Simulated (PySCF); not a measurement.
Species: C₆H₁₂PSi (charge +1).
SMILES: `C=C[P@H+]1CC=C([SiH3])C1`

All values: B3LYP/def2-SVPD (PySCF, non-relativistic), on one gas-phase PBE0-D3(BJ)/def2-SVP geometry that isn't relaxed in the solvent. The solvent is an IEF-PCM continuum (cavity from Bondi-type radii × 1.2), and excitations are vertical TDDFT with non-equilibrium linear response and a frozen core. Specific hydrogen bonds and non-electrostatic terms are outside this model.

Gas-phase singlets (H = HOMO, L = LUMO):

```
state  E (eV)  λ (nm)      f  leading configurations
   S1   4.912     252  0.003                 H→L 99%
   S2   6.193     200  0.033    H→L+2 47%, H-1→L 34%
   S3   6.257     198  0.192    H→L+2 42%, H-1→L 42%
   S4   6.465     192  0.017               H→L+3 92%
   S5   6.494     191  0.006               H-2→L 94%
```

Question: What are the lowest 5 singlets in dichloromethane (ε = 8.93)?

Answer: 
```csv
state,E (eV),λ (nm),f,leading configurations,change by rank (eV)
S1,5.170,240,0.005,H→L 99%,+0.258
S2,6.405,194,0.348,"H-1→L 72%, H-2→L 14%",+0.212
S3,6.492,191,0.212,"H→L+2 70%, H→L+1 24%",+0.235
S4,6.612,188,0.257,"H→L+1 60%, H→L+2 23%",+0.147
S5,6.822,182,0.042,H→L+3 82%,+0.328
```

Question: How do the frontier levels move from gas to dichloromethane?

Answer: 
| orbital | gas (eV) | solvent (eV) | change (eV) |
| --- | --- | --- | --- |
| LUMO+2 | -4.27 | -0.47 | +3.80 |
| LUMO+1 | -4.53 | -1.08 | +3.45 |
| LUMO | -5.75 | -2.04 | +3.71 |
| HOMO | -11.39 | -7.96 | +3.43 |
| HOMO-1 | -12.43 | -8.84 | +3.59 |
| HOMO-2 | -12.76 | -9.63 | +3.13 |
| HOMO-3 | -12.95 | -9.89 | +3.06 |

The HOMO–LUMO gap goes from 5.65 to 5.91 eV. Rows go by rank; for HOMO-3, HOMO-2 and HOMO-1 the atom shares or the degeneracy differ between the runs, so the row needn't follow one orbital.
